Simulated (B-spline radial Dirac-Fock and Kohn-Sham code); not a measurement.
## Electron momentum distribution of Au⁶¹⁺: Compton profiles

System: the Au⁶¹⁺ ion, [Ne] 3s2 3p6.

These are calculated numbers from a B-spline atomic structure program; the model is the impulse approximation on Dirac-Fock orbitals of the configuration average with a finite nucleus. pz is in atomic units of momentum; subshell profiles are per electron, for a selection of subshells; open shells are spread over both j values by their weights.

```
 pz   J total   J 2s1/2   J 3s1/2   J 3p1/2   J 3p3/2
  0    0.5608    0.0326    0.0655    0.0388    0.0413
0.6    0.5597    0.0325    0.0650    0.0388    0.0413
0.8    0.5588    0.0325    0.0646    0.0388    0.0413
  1    0.5577    0.0324    0.0641    0.0388    0.0413
1.2    0.5563    0.0324    0.0635    0.0388    0.0413
1.4    0.5547    0.0323    0.0628    0.0388    0.0413
1.6    0.5528    0.0322    0.0620    0.0388    0.0412
1.8    0.5507    0.0321    0.0611    0.0388    0.0412
  2    0.5484    0.0320    0.0601    0.0388    0.0412
2.5    0.5414    0.0317    0.0573    0.0387    0.0411
  3    0.5329    0.0313    0.0540    0.0385    0.0409
  4    0.5116    0.0304    0.0465    0.0379    0.0401
  5    0.4851    0.0292    0.0385    0.0369    0.0387
  7    0.4205    0.0263    0.0237    0.0329    0.0336
 10    0.3156    0.0212    0.0102    0.0233    0.0222
 15    0.1883    0.0127   0.00593   0.00843   0.00696
 20    0.1279   0.00647   0.00523   0.00263   0.00246
 30   0.07038   0.00147   0.00136   0.00172   0.00198
 40   0.03833  0.000830  0.000274   0.00120   0.00111
 60   0.01321  0.000710  0.000191  0.000316  0.000211
100  0.002807  0.000221  6.25e-05  2.80e-05  1.15e-05
```

J(0) = 0.5608. The 3p3/2 subshell gives the largest part, 29 %.

Mean momentum ⟨p⟩ by subshell (a.u.): 1s1/2 85.2, 2s1/2 30.8, 2p1/2 40.3, 2p3/2 35.0, 3s1/2 16.9, 3p1/2 20.0, 3p3/2 18.5.
